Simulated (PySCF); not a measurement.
Si(H)(OMe) (CH4OSi), SMILES CO[SiH] (connectivity only; charge and spin as stated), neutral, multiplicity 1. Geometry: r2SCAN-D4/def2-TZVP.

The numbers are results of r2SCAN-D4/def2-TZVP in PySCF, not measurements.

Harmonic wavenumbers (cm⁻¹): 144, 309, 366, 745, 888, 1106, 1173, 1185, 1462, 1487, 1493, 1890, 3010, 3095, 3107. Rotational constants (GHz): 48.97, 5.897, 5.443; symmetry number 1.

**Question.** Work out the zero-point energy and the ideal-gas rigid-rotor harmonic-oscillator thermochemistry at 298.15 K and 1 atm.

**Answer.** ZPE = ½ Σ hcν = ½ × 21459 cm⁻¹ = 30.68 kcal/mol. H − E(el) = 34.08 kcal/mol. Entropy in cal/(mol K): translation 38.20, rotation 22.84, vibration 5.81, total 66.85. G − E(el) = 14.14 kcal/mol. Cp = 15.29 cal/(mol K). Modes under 150 cm⁻¹ make the vibrational entropy uncertain.
